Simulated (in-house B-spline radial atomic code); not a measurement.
A radial electron density 4πr²n(r) was computed for an atom or ion in its tabulated ground configuration with an all-electron radial atomic-structure program (B-spline basis); method: Dirac-Kohn-Sham B3LYP, spherical fractional occupations. Columns: r (bohr), 4πr²n(r) (electrons per bohr), bar.

```
 0.00049    1.994 #
0.000551    2.414 #
0.000619    2.915 ##
0.000695    3.511 ##
0.000781    4.229 ##
0.000877    5.078 ###
0.000985    6.089 ###
 0.00111    7.323 ####
 0.00124    8.671 #####
  0.0014    10.41 #####
 0.00157    12.33 ######
 0.00176    14.56 ########
 0.00198    17.21 #########
 0.00222    20.17 ##########
  0.0025    23.68 ############
 0.00281     27.6 ##############
 0.00315    31.87 #################
 0.00354    36.69 ###################
 0.00398    41.96 ######################
 0.00447    47.56 #########################
 0.00502    53.43 ############################
 0.00564    59.46 ###############################
 0.00634    65.46 ##################################
 0.00712    71.12 #####################################
   0.008    76.22 ########################################
 0.00899    80.41 ##########################################
  0.0101    83.33 ###########################################
  0.0113    84.64 ############################################
  0.0127    84.16 ############################################
  0.0143    81.54 ##########################################
  0.0161    76.74 ########################################
  0.0181    69.99 ####################################
  0.0203    61.77 ################################
  0.0228    52.32 ###########################
  0.0256    42.41 ######################
  0.0288    32.56 #################
  0.0323    23.81 ############
  0.0363    16.25 ########
  0.0408    10.32 #####
  0.0458    6.086 ###
  0.0515    3.253 ##
  0.0578    1.589 #
   0.065    0.684
```

**Question.** Which atom or ion is it?
A. Ta70+
B. Ta72+
C. W71+
D. Ta71+

**Answer.** D. The area under the curve, ∫4πr²n dr = ∫r·4πr²n d(ln r) on this logarithmic grid, is 2 electrons, which only this option has. The configuration is 1s2.
